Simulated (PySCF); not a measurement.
# Excitation energy of Mn by level of theory

Mn [Ar] 3d5 4s2 (6S) → Mn [Ar] 3d7 (4F), as a difference of total energies. Computed with PySCF 2.14 in aug-cc-pwCVTZ-DK with one added diffuse shell each of s, p, d, f, g type (11s10p8d5f4g, 152 functions), with scalar relativity by spin-free X2C-1e. Correlated levels: valence: [Ar] frozen; valence and next inner shell: [Ne] frozen; nothing frozen. The calculations carry no spin-orbit coupling.

```json
{"method": "UHF", "excitation energy (eV)": "8.935"}
{"method": "LDA", "excitation energy (eV)": "4.510"}
{"method": "PBE", "excitation energy (eV)": "4.371"}
{"method": "PBE0", "excitation energy (eV)": "5.379"}
{"method": "r2SCAN", "excitation energy (eV)": "5.162"}
{"method": "MP2 (valence)", "excitation energy (eV)": "6.176"}
{"method": "SCS-MP2 (valence)", "excitation energy (eV)": "5.927"}
{"method": "MP2 (valence and next inner shell)", "excitation energy (eV)": "5.503"}
{"method": "SCS-MP2 (valence and next inner shell)", "excitation energy (eV)": "5.573"}
{"method": "MP2 (all electrons)", "excitation energy (eV)": "5.495"}
{"method": "SCS-MP2 (all electrons)", "excitation energy (eV)": "5.574"}
```

Task: How much does correlation contribute at MP2 (all electrons)?

Result: 5.495 − (8.935) = -3.440 eV, measured against UHF.

A first-order spin-orbit estimate (lowest level to lowest level, LS coupling) adds -0.060 eV.
